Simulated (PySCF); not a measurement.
Compound: C2H6OSSi.
SMILES: `CC(=S)[SiH2]O`

All values: B3LYP/def2-SVPD (PySCF, non-relativistic), on one gas-phase PBE0-D3(BJ)/def2-SVP geometry that isn't relaxed in the solvent. The solvent is an IEF-PCM continuum (van der Waals radii × 1.2), and excitations are vertical TDDFT with non-equilibrium linear response and a frozen core. Only the electrostatic response of the medium enters.

Gas-phase singlets (H = HOMO, L = LUMO):

```
state  E (eV)  λ (nm)      f  leading configuration
   S1   2.346     529  0.000               H→L 100%
   S2   4.795     259  0.020              H-1→L 73%
   S3   5.090     244  0.001              H-3→L 98%
   S4   5.467     227  0.091              H-2→L 48%
   S5   5.817     213  0.070              H→L+2 76%
```

**Question.** How does the list change in dimethylsulfoxide (ε = 46.83)?

**Answer.** 
```tsv
state	E (eV)	λ (nm)	f	leading configuration	change by rank (eV)
S1	2.420	512	0.000	H→L 100%	+0.074
S2	4.961	250	0.048	H-2→L 65%	+0.166
S3	5.100	243	0.005	H-3→L 96%	+0.010
S4	5.408	229	0.165	H-1→L 44%	-0.059
S5	5.776	215	0.196	H→L+1 67%	-0.041
```

**Question.** The ground-state energy changes by -0.184 eV from gas to dimethylsulfoxide. By how much does the total energy of gas-phase S1 change?

**Answer.** E(S1) = E(S0) + excitation energy, so it changes by -0.184 + 0.074 = -0.110 eV: it is lowered less than the ground state, which is what a blue shift means. This is the vertical state, with the slow part of the continuum still set for S0.

**Question.** How do the frontier levels move from gas to dimethylsulfoxide?

**Answer.** 
```
orbital  gas (eV)  solvent (eV)  change (eV)
 LUMO+2      0.06          0.40        +0.34
 LUMO+1     -0.07         -0.01        +0.06
   LUMO     -2.94         -2.76        +0.18
   HOMO     -6.65         -6.56        +0.09
 HOMO-1     -8.54         -8.42        +0.12
 HOMO-2     -8.68         -8.63        +0.05
 HOMO-3     -9.29         -9.15        +0.14
```

The HOMO–LUMO gap goes from 3.71 to 3.79 eV. Rows go by rank; for HOMO-2 and HOMO-1 the atom shares or the degeneracy differ between the runs, so the row needn't follow one orbital.

Conformer computed: `[CH3:1][C:2](=[S:3])[SiH2:4][OH:5]`: C1–C2–Si4–O5 177°, H–O5–Si4–C2 3°.
